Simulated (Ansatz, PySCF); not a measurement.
Gas-phase reaction in SMILES: CO[Si](F)(F)F + 5 [H][H] (H2) → C (CH4) + 3 F (HF) + O (H2O) + [SiH4] (SiH4)
Geometries: B3LYP-D3(BJ)/def2-TZVP minima from Ansatz (a quantum-chemistry and plane-wave program), one conformer each, not searched for the lowest. Frequencies are from Ansatz or PySCF.

Wanted: energy of full hydrogenation (enthalpy at 298 K, with B3LYP-D3(BJ) rigid-rotor harmonic-oscillator terms), in kJ/mol. Cores are frozen in the correlated levels unless marked. No spin-orbit coupling. Non-relativistic. CBS(X,Y): correlation extrapolated as X^-3; Hartree-Fock from the larger set. The bracket is a focal-point correction in the basis named.

RI-MP2/CBS(cc-pV(T+d)Z,cc-pV(Q+d)Z)+[CCSD(T)-MP2]/cc-pV(T+d)Z (Ansatz) gives 399.0 kJ/mol.

Q: Another calculation gave 357.2 kJ/mol. Which level was it?
(A) PBE0/def2-TZVPD (Ansatz)
(B) revPBE/def2-TZVPD (Ansatz)
(C) r2SCAN0/def2-TZVPD (Ansatz)
(D) BLYP/def2-TZVPD (Ansatz)

A: A, PBE0/def2-TZVPD (Ansatz). The others give 410.1 (r2SCAN0), 378.8 (BLYP), 339.9 (revPBE) kJ/mol.
